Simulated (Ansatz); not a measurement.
Input for Ansatz (development build ahead of 0.2.0):

```yaml
crystal:
  periodic: [false, false, false]
  atoms:
    - { symbol: Al, position_ang: [0.0, 0.0, 0.0] }
    - { symbol: Be, position_ang: [0.0, 3.1443, 0.0] }
    - { symbol: Be, position_ang: [0.0, -3.1443, 0.0] }
basis:
  gaussian: { orbitals: pcseg-2 }
magnetization:
  spin_polarized: true
  initial_magnetization: 3
hamiltonian:
  xc: pbe0
```

The input is written out in the form of the current development build from the run's settings.

The run gave:

* Converged: yes
* Total energy: -271.49936 hartree
* Spin squared of the determinant: 3.761
* Stability test: minimum

Caution: other spin multiplicities may lie lower.
